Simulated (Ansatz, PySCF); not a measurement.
Input for PySCF:
```python
from pyscf import gto, scf, mp

mol = gto.M(
    atom='''
C     2.235915    1.874304    0.247243
Si    1.860514    0.101937   -0.350616
C     2.370470   -1.203450    0.943911
O     0.251112   -0.016417   -0.606271
Si   -1.312239   -0.152322   -0.158675
C    -2.336264    0.582332   -1.581180
C    -1.692319   -1.999344    0.099553
C    -1.594805    0.816812    1.458196
H     1.904052    2.615982   -0.472401
H     3.298405    2.020136    0.412787
H     1.718788    2.069317    1.185747
H     3.437210   -1.175621    1.140726
H     2.116052   -2.207101    0.617929
H     1.850302   -1.019618    1.883343
H    -2.143777    0.060187   -2.513002
H    -2.099781    1.629958   -1.739304
H    -3.399512    0.511113   -1.375986
H    -1.111397   -2.413495    0.918364
H    -2.741263   -2.160905    0.326370
H    -1.455511   -2.573591   -0.790973
H    -2.634096    0.779174    1.769306
H    -0.996029    0.414514    2.270645
H    -1.326161    1.862748    1.340354
''',
    basis='sto-3g',
    charge=0,
    spin=1,
    verbose=4,
)

mf = scf.UHF(mol)
mf.kernel()

pt = mp.MP2(mf, frozen=16)
pt.kernel()
print('E(MP2) = %.10f' % pt.e_tot)
```

**Question.** Write the same job for Ansatz (a quantum-chemistry and plane-wave program).

**Answer.** One answer among several that fit: 
Ansatz 0.2 input:
```yaml
crystal:
  periodic: [false, false, false]
  atoms:
    - {symbol: C, position_ang: [2.23591472, 1.87430437, 0.24724250]}
    - {symbol: Si, position_ang: [1.86051365, 0.10193727, -0.35061641]}
    - {symbol: C, position_ang: [2.37046986, -1.20345024, 0.94391061]}
    - {symbol: O, position_ang: [0.25111153, -0.01641741, -0.60627064]}
    - {symbol: Si, position_ang: [-1.31223883, -0.15232204, -0.15867484]}
    - {symbol: C, position_ang: [-2.33626438, 0.58233246, -1.58117978]}
    - {symbol: C, position_ang: [-1.69231924, -1.99934393, 0.09955328]}
    - {symbol: C, position_ang: [-1.59480466, 0.81681199, 1.45819597]}
    - {symbol: H, position_ang: [1.90405235, 2.61598159, -0.47240063]}
    - {symbol: H, position_ang: [3.29840457, 2.02013633, 0.41278727]}
    - {symbol: H, position_ang: [1.71878788, 2.06931712, 1.18574679]}
    - {symbol: H, position_ang: [3.43721050, -1.17562147, 1.14072650]}
    - {symbol: H, position_ang: [2.11605247, -2.20710082, 0.61792915]}
    - {symbol: H, position_ang: [1.85030226, -1.01961845, 1.88334339]}
    - {symbol: H, position_ang: [-2.14377675, 0.06018739, -2.51300186]}
    - {symbol: H, position_ang: [-2.09978148, 1.62995801, -1.73930358]}
    - {symbol: H, position_ang: [-3.39951162, 0.51111296, -1.37598552]}
    - {symbol: H, position_ang: [-1.11139739, -2.41349470, 0.91836361]}
    - {symbol: H, position_ang: [-2.74126322, -2.16090455, 0.32637021]}
    - {symbol: H, position_ang: [-1.45551062, -2.57359087, -0.79097342]}
    - {symbol: H, position_ang: [-2.63409598, 0.77917427, 1.76930579]}
    - {symbol: H, position_ang: [-0.99602882, 0.41451355, 2.27064515]}
    - {symbol: H, position_ang: [-1.32616142, 1.86274778, 1.34035427]}
basis:
  gaussian:
    orbitals: STO-3G
magnetization: {spin_polarized: true, initial_magnetization: 1}
correlation: {method: mp2, electrons: outside_noble_gas}
accuracy: high
```

Both were run: PySCF gave -841.276475 Eh and Ansatz -841.276475 Eh, 0.000 mEh apart.
